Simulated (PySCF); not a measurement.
ClF2H3Si2. Atoms are numbered in the order given.

```xyz
8

F     -1.3122    -0.3762    -1.3042
Si    -0.3682    -0.1338     0.0000
F     -1.3122    -0.3762     1.3042
Si     0.5548     2.0103     0.0000
Cl     1.1023    -1.5796     0.0000
H      1.4035     2.1568     1.2302
H      1.4035     2.1568    -1.2302
H     -0.5399     3.0388     0.0000
```

Geometry: PBE-D3(BJ)/def2-SVP.

Calculation: ωB97X/def2-TZVP run with PySCF.

Gas-phase values at a fixed geometry.

```
Item                                                                                                            Value
---------------------------------------------------------------------------------------------  ----------------------
total energy                                                                                      -1240.93120 hartree
point group                                                                                                        Cs
highest occupied level                                                                                      -11.44 eV
lowest empty level                                                                                            1.51 eV
orbital gap                                                                                                  12.95 eV
dipole moment                                                                                               0.449 e·Å
quadrupole, principal values (traceless, Buckingham form, about the centre of nuclear charge)  -2.42, -1.66, 4.08 D·Å
mean static polarisability                                                                       62.4 bohr³ (9.25 Å³)
polarisability, principal values                                                               54.0, 59.1, 74.1 bohr³
```
